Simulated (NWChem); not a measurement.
Molecule: GaNH2F2; SMILES [NH2][Ga]([F])[F]

```xyz
6

Ga    -0.0001    -0.0256    -0.0299
F      1.4712    -0.9534     0.0440
F     -1.4775    -0.9439     0.0438
N      0.0056     1.7535    -0.1503
H     -0.8389     2.3031    -0.2358
H      0.8536     2.2976    -0.2358
```
Atoms are numbered in this order, from 1.

Results from NWChem. Pople sets run with spherical d functions. Geometry: optimised at PBE0/def2-SVP. GIAO values for the isolated, static molecule; σ is the absolute isotropic shielding, δ = σ(reference) − σ with the isolated reference molecule computed at the same levels (19F: trichlorofluoromethane, 1H: tetramethylsilane, 15N: ammonia).

For level KT2/pcSseg-1:

```
Item         Result
-----------  ------
σ Ga1 (ppm)  1511.2
δ F2 (ppm)   -201.4
δ N4 (ppm)     14.7
δ H5 (ppm)     1.13
```

Task: What are these values for level Hartree-Fock/6-31G*?

Result: The σ Ga1 (ppm) is 1867.1. The δ F2 (ppm) is -146.7 and the δ N4 (ppm) is -7.9. The δ H5 (ppm) is 0.46.
